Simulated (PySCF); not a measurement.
B(F)(SeH)2, H2BFSe2, SMILES FB([SeH])[SeH], B3LYP/def2-SVP optimised geometry.

```
6

B     -0.50     0.54     0.00
F     -1.17     1.69     0.00
Se     1.46     0.54     0.00
H      1.56     2.01     0.00
Se    -1.56    -1.11     0.00
H     -0.40    -2.01     0.00
```

Density from B3LYP/def2-TZVP (PySCF) at that geometry.

Minimum of the electron density along straight lines between bonded atoms, close to the bond critical point (lines longer than 1.1 times the sum of covalent radii, or with two minima, are not listed):

```
bond    length / Å  ρ at the minimum / e bohr⁻³  ∇²ρ there / e bohr⁻⁵  position (fraction from the first atom)
------  ----------  ---------------------------  --------------------  ---------------------------------------
B1–F2        1.328                   (withheld)            (withheld)                                     0.34
B1–Se3       1.957                        0.141                 -0.28                                     0.39
Se3–H4       1.477                        0.174                 -0.32                                     0.63
B1–Se5       1.960                        0.140                 -0.28                                     0.38
Se5–H6       1.475                        0.174                 -0.31                                     0.63
```

**Question.** Fill in the missing entries.

**Answer.** 
- B1–F2, ρ at the minimum / e bohr⁻³: 0.202
- B1–F2, ∇²ρ there / e bohr⁻⁵: 1.22
